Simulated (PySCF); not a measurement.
Computed shifts of a molecule C2H9BN2O, PBE/pcSseg-1 run with PySCF, GIAO, gas phase, equivalent atoms averaged, in ppm (number of nuclei): ¹H: 2.85 (6), 2.24 (1), 1.94 (1), 1.56 (1). ¹⁵N: 60.4 (1), 53.3 (1). ¹³C: 41.0 (1), 40.0 (1). References: ¹¹B against BF3 (σ = 83.9 ppm); ¹⁷O against H2O (σ = 334.3 ppm); ¹H against TMS (σ = 31.49 ppm); ¹⁵N against NH3 (σ = 267.0 ppm); ¹³C against TMS (σ = 182.0 ppm), references at their B3LYP-D3(BJ)/def2-TZVP geometries, non-relativistic. Geometry: ωB97X-D3(BJ)/def2-SVP. Other conformers were not sampled.

Problem. Identify the compound among the candidates.
A) CCNB(N)O
B) CNB(O)NC
C) CCOB(N)N
D) CN(C)B(N)O

Solution. D, CN(C)B(N)O
